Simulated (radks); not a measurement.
The mean radii <r> (bohr) of the occupied orbitals of an atom or ion are listed with their occupations. All-electron calculation, scalar-relativistic Kohn-Sham, XLYP, spin-polarised, spherical densities, finite nucleus; Fermi nuclear charge, rms radius of each element as measured or else 0.836 A^(1/3) + 0.57 fm. Program: a radial shooting solver on a logarithmic mesh with Libxc functionals.

| orbital | occ. | <r> |
|---|---|---|
| 1s down | 1 | 0.01659 |
| 1s up | 1 | 0.01659 |
| 2s up | 1 | 0.06993 |
| 2s down | 1 | 0.06993 |
| 2p up | 3 | 0.06328 |
| 2p down | 3 | 0.06328 |
| 3s up | 1 | 0.1807 |
| 3s down | 1 | 0.1807 |
| 3p up | 3 | 0.1821 |
| 3p down | 3 | 0.1821 |
| 3d up | 5 | 0.1650 |
| 3d down | 5 | 0.1650 |
| 4s up | 1 | 0.3993 |
| 4s down | 1 | 0.3993 |
| 4p up | 3 | 0.4254 |
| 4p down | 3 | 0.4254 |
| 4d up | 5 | 0.4489 |
| 4d down | 5 | 0.4488 |
| 5s up | 1 | 0.8980 |
| 5s down | 1 | 0.8962 |
| 4f up | 7 | 0.4824 |
| 4f down | 7 | 0.4816 |
| 5p up | 3 | 1.027 |
| 5p down | 3 | 1.026 |
| 5d up | 5 | 1.346 |
| 5d down | 3 | 1.353 |
| 6d up | 1 | 3.703 |

Name the element and its charge. Open shells, if any, are filled with parallel spins first.

Answer. Z = 80, mercury, charge +3: Hg3+ in [Xe] 4f14 5d8 6d1. The 1s radius gives Z: for a bare nucleus <r> = (2 gamma + 1)/(2Z) with gamma = sqrt(1 - (Z/c)^2), 0.0164 bohr for Z = 80, and screening makes it slightly larger (0.01659 here). The occupations add up to 77, and the charge is Z minus that.
